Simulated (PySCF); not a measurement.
Species: [FeF4]- (charge -1 and sextet state).
Geometry (PBE0-D3(BJ)/def2-SVP, Å), atoms numbered from 1 in this order:
```xyz
5
FeF4 angstrom
Fe    -0.001    0.000    0.000
F     -0.003   -0.015    1.811
F      1.707    0.009   -0.602
F     -0.853    1.485   -0.592
F     -0.850   -1.478   -0.616
```

Computed with PBE0-D3(BJ)/def2-SVP geometry optimisation, gas phase (PySCF 2.14.0).

Problem. Which atoms are bound to Fe1, and at what distances?

Solution. 4 atoms: F2 1.811 Å, F3 1.811 Å, F4 1.812 Å, F5 1.812 Å.

Problem. List the angles at Fe1.

Solution. 
```csv
angle,degrees,distance of the outer atoms (Å)
F4–Fe1–F5,109.7,2.96
F2–Fe1–F3,109.5,2.96
F3–Fe1–F5,109.4,2.96
F2–Fe1–F5,109.4,2.96
F2–Fe1–F4,109.4,2.96
F3–Fe1–F4,109.3,2.96
```

Problem. What is the shape at Fe1?

Solution. Tetrahedral: angles from 109.3° to 109.7°; τ4 = (360° − α − β)/141° = 1.00 with α and β the two widest (0 for a square, 1 for a tetrahedron).

Problem. What are the rotational constants (commonest isotopes, rigid rotor)?

Solution. A = 3045, B = 3039, C = 3035 MHz: a spherical top.

Point group: Td (every atom within 0.08 Å of its image). Charge -1, sextet. ⟨S²⟩ = 8.755 (exact for a sextet: 8.75). The geometry's basis has no diffuse functions, a weakness for an anion. No frequency check.

Time: 19 s of wall time. Hardware: one thread of an x86-64 server, no GPU (shared host). That covers the optimisation of the geometry.

For an open-shell metal species like this, the optimisation's SCF solution wasn't tested for stability and no frequencies at its level were run, so a lower state or another shape may exist.
